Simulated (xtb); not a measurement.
xtb job for C₄H₄N, SMILES [c]1cc[nH]c1, multiplicity 2, GFN2-xTB. 

```
$ xtb mol.xyz --gfn 2 --sp --chrg 0 --uhf 1 --json
$ cat mol.xyz
9

C      1.23770085     0.10089391    -0.00000000
C      0.54049769    -1.06412366     0.00000000
N     -0.78455789    -0.72116428    -0.00000000
C     -0.89821789     0.63519285     0.00000000
C      0.35970004     1.18701313     0.00000000
H      0.86285595    -2.08466381    -0.00000000
H     -1.55683111    -1.36791969     0.00000000
H     -1.85617133     1.11770486     0.00000000
H      0.60396765     2.22917118    -0.00000000
```

It prints:

```
[banner left out]
          |                Calculation Setup                |
           -------------------------------------------------



           -------------------------------------------------
          |                 G F N 2 - x T B                 |
           -------------------------------------------------

        Reference                      10.1021/acs.jctc.8b01176
      * Hamiltonian:
        H0-scaling (s, p, d)           1.850000    2.230000    2.230000
        zeta-weighting                 0.500000
      * Dispersion:
        s8                             2.700000
        a1                             0.520000
        a2                             5.000000
        s9                             5.000000
      * Repulsion:
        kExp                           1.500000    1.000000
        rExp                           1.000000
      * Coulomb:
        alpha                          2.000000
        third order                    shell-resolved
        anisotropic                    true
        a3                             3.000000
        a5                             4.000000
        cn-shift                       1.200000
        cn-exp                         4.000000
        max-rad                        5.000000


          ...................................................
          :                      SETUP                      :
          :.................................................:
          :  # basis functions                  24          :
          :  # atomic orbitals                  24          :
          :  # shells                           14          :
          :  # electrons                        25          :
          :  max. iterations                   250          :
          :  Hamiltonian                  GFN2-xTB          :
          :  restarted?                      false          :
          :  GBSA solvation                  false          :
          :  PC potential                    false          :
          :  electronic temp.          300.0000000     K    :
          :  accuracy                    1.0000000          :
          :  -> integral cutoff          0.2500000E+02      :
          :  -> integral neglect         0.1000000E-07      :
          :  -> SCF convergence          0.1000000E-05 Eh   :
          :  -> wf. convergence          0.1000000E-03 e    :
          :  Broyden damping             0.4000000          :
          :  net charge                          0          :
          :  unpaired electrons                  1          :
          ...................................................

 iter      E             dE          RMSdq      gap      omega  full diag
   1    -13.5641666 -0.135642E+02  0.446E+00    4.59       0.0  T
   2    -13.6173640 -0.531974E-01  0.326E+00    3.45       1.0  T
   3    -13.6250743 -0.771032E-02  0.181E+00    3.99       1.0  T
   4    -13.6235394  0.153494E-02  0.691E-01    3.66       1.0  T
   5    -13.6265150 -0.297564E-02  0.107E-01    3.89       1.0  T
   6    -13.6265300 -0.150147E-04  0.423E-02    3.86       1.0  T
   7    -13.6265329 -0.290272E-05  0.197E-02    3.88       1.7  T
   8    -13.6265347 -0.178602E-05  0.789E-03    3.87       4.2  T
   9    -13.6265350 -0.321809E-06  0.342E-03    3.87       9.7  T
  10    -13.6265351 -0.487574E-07  0.166E-03    3.87      20.1  T
  11    -13.6265351 -0.103380E-07  0.196E-04    3.87     169.9  T
  12    -13.6265351 -0.967795E-10  0.109E-04    3.87     307.2  T

   *** convergence criteria satisfied after 12 iterations ***

         #    Occupation            Energy/Eh            Energy/eV
      -------------------------------------------------------------
         1        2.0000           -0.6651660             -18.1001
       ...           ...                  ...                  ...
         7        2.0000           -0.5080201             -13.8239
         8        2.0000           -0.4780546             -13.0085
         9        2.0000           -0.4659081             -12.6780
        10        2.0000           -0.4442553             -12.0888
        11        2.0000           -0.3891609             -10.5896
        12        2.0000           -0.3682689             -10.0211
        13        1.0000           -0.3278291              -8.9207 (HOMO)
        14                         -0.1855277              -5.0485 (LUMO)
        15                         -0.1321808              -3.5968
        16                          0.0396641               1.0793
        17                          0.1449859               3.9453
        18                          0.1671498               4.5484
       ...                                ...                  ...
        24                          0.6645011              18.0820
      -------------------------------------------------------------
                  HL-Gap            0.1423014 Eh            3.8722 eV
             Fermi-level           -0.3023637 Eh           -8.2277 eV

 SCC (total)                   0 d,  0 h,  0 min,  0.011 sec
 SCC setup                      ...        0 min,  0.000 sec (  1.669%)
 Dispersion                     ...        0 min,  0.000 sec (  0.880%)
 classical contributions        ...        0 min,  0.000 sec (  0.394%)
 integral evaluation            ...        0 min,  0.001 sec ( 12.518%)
 iterations                     ...        0 min,  0.006 sec ( 58.708%)
 molecular gradient             ...        0 min,  0.002 sec ( 22.815%)
 printout                       ...        0 min,  0.000 sec (  2.657%)

         :::::::::::::::::::::::::::::::::::::::::::::::::::::
         ::                     SUMMARY                     ::
         :::::::::::::::::::::::::::::::::::::::::::::::::::::
         :: total energy             -13.395629419100 Eh    ::
         :: gradient norm              0.000100781357 Eh/a0 ::
         :: HOMO-LUMO gap              3.872217194316 eV    ::
         ::.................................................::
         :: SCC energy               -13.626534062484 Eh    ::
         :: -> isotropic ES            0.004085179374 Eh    ::
         :: -> anisotropic ES          0.003572132433 Eh    ::
         :: -> anisotropic XC          0.008370348443 Eh    ::
         :: -> dispersion             -0.005011797377 Eh    ::
         :: repulsion energy           0.230904643384 Eh    ::
         :: add. restraining           0.000000000000 Eh    ::
         :: total charge              -0.000000000000 e     ::
         :::::::::::::::::::::::::::::::::::::::::::::::::::::

           -------------------------------------------------
          |                Property Printout                |
           -------------------------------------------------

    * Orbital Energies and Occupations

         #    Occupation            Energy/Eh            Energy/eV
      -------------------------------------------------------------
         1        2.0000           -0.6651660             -18.1001
         2        2.0000           -0.6179643             -16.8157
         3        2.0000           -0.6135755             -16.6962
         4        2.0000           -0.5598151             -15.2333
         5        2.0000           -0.5444644             -14.8156
         6        2.0000           -0.5388631             -14.6632
         7        2.0000           -0.5080201             -13.8239
         8        2.0000           -0.4780546             -13.0085
         9        2.0000           -0.4659081             -12.6780
        10        2.0000           -0.4442553             -12.0888
        11        2.0000           -0.3891609             -10.5896
        12        2.0000           -0.3682689             -10.0211
        13        1.0000           -0.3278291              -8.9207 (HOMO)
        14                         -0.1855277              -5.0485 (LUMO)
        15                         -0.1321808              -3.5968
        16                          0.0396641               1.0793
        17                          0.1449859               3.9453
        18                          0.1671498               4.5484
        19                          0.2170771               5.9070
        20                          0.2555302               6.9533
        21                          0.2949467               8.0259
        22                          0.4610280              12.5452
        23                          0.5926670              16.1273
        24                          0.6645011              18.0820
      -------------------------------------------------------------
                  HL-Gap            0.1423014 Eh            3.8722 eV
             Fermi-level           -0.3023637 Eh           -8.2277 eV

     #   Z          covCN         q      C6AA      α(0)
     1   6 C        2.190    -0.083    32.761     9.260
     2   6 C        3.013    -0.010    28.238     8.717
     3   7 N        2.829    -0.087    22.922     7.111
     4   6 C        3.069    -0.012    28.246     8.715
     5   6 C        3.030    -0.055    29.326     8.883
     6   1 H        0.927     0.030     2.584     2.514
     7   1 H        0.860     0.155     1.369     1.833
     8   1 H        0.926     0.029     2.607     2.525
     9   1 H        0.926     0.033     2.545     2.494

 Mol. C6AA /au·bohr⁶  :       1057.348320
 Mol. C8AA /au·bohr⁸  :      25681.077255
 Mol. α(0) /au        :         52.050890


Wiberg/Mayer (AO) data.
largest (>0.10) Wiberg bond orders for each atom

 ---------------------------------------------------------------------------
     #   Z sym  total        # sym  WBO       # sym  WBO       # sym  WBO
 ---------------------------------------------------------------------------
     1   6 C    3.150 --     2 C    1.584     5 C    1.365     3 N    0.101
     2   6 C    3.936 --     1 C    1.584     3 N    1.194     6 H    0.972
                             4 C    0.149
     3   7 N    3.572 --     4 C    1.234     2 C    1.194     7 H    0.946
                             1 C    0.101
     4   6 C    3.939 --     5 C    1.515     3 N    1.234     8 H    0.967
                             2 C    0.149
     5   6 C    3.975 --     4 C    1.515     1 C    1.365     9 H    0.972
     6   1 H    0.999 --     2 C    0.972
     7   1 H    0.976 --     3 N    0.946
     8   1 H    0.999 --     4 C    0.967
     9   1 H    0.999 --     5 C    0.972
 ---------------------------------------------------------------------------

Topologies differ in total number of bonds
Writing topology from bond orders to xtbtopo.mol

molecular dipole:
                 x           y           z       tot (Debye)
 q only:       -0.562      -0.336       0.000
   full:       -0.881      -0.502       0.000       2.577
molecular quadrupole (traceless):
                xx          xy          yy          xz          yz          zz
 q only:        0.238       1.020       1.170       0.000       0.000      -1.408
  q+dip:        0.640       1.765       3.274       0.000      -0.000      -3.914
   full:        0.438       1.548       2.357       0.000      -0.000      -2.796


           -------------------------------------------------
          | TOTAL ENERGY              -13.395629419100 Eh   |
          | GRADIENT NORM               0.000100781357 Eh/α |
          | HOMO-LUMO GAP               3.872217194316 eV   |
           -------------------------------------------------

------------------------------------------------------------------------
------------------------------------------------------------------------
 total:
 SCF:
Note: The following floating-point exceptions are signalling: IEEE_UNDERFLOW_FLAG IEEE_DENORMAL
normal termination of xtb
```

The calculation finished and met its thresholds.
